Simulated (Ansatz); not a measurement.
Basis-set extrapolation for C₄H₃F₅, SMILES `FC1CC(F)(F)C1(F)F` (PBE0-D4/def2-TZVP geometry, frozen core, the Gaussian-basis code of Ansatz). Multiplicity 1, RHF reference.

```
                      def2-TZVPP   def2-QZVPP
                 HF  -650.657945  -650.685434
    MP2 correlation    -1.871849    -2.034741
CCSD(T) correlation    -1.959853      not run
```

Energies in hartree. Use E(X) = E(∞) + A·exp(−7.88·√X) for Hartree–Fock and E(X) = E(∞) + B·X^(−2.97) for correlation, with X = 3 and 4, and add CCSD(T) minus MP2 of the smaller set to the MP2 limit.

Question: What is the CCSD(T) energy at the basis-set limit?

Answer: HF limit: -650.685434 + (-0.027489) × 0.13774 = -650.68922. MP2 limit: -2.034741 + (-0.162892) × 0.74074 = -2.15540. Higher-order term: -1.959853 − (-1.871849) = -0.08800. Total: -652.93262 hartree, 8.57 eV below CCSD(T)/def2-TZVPP.
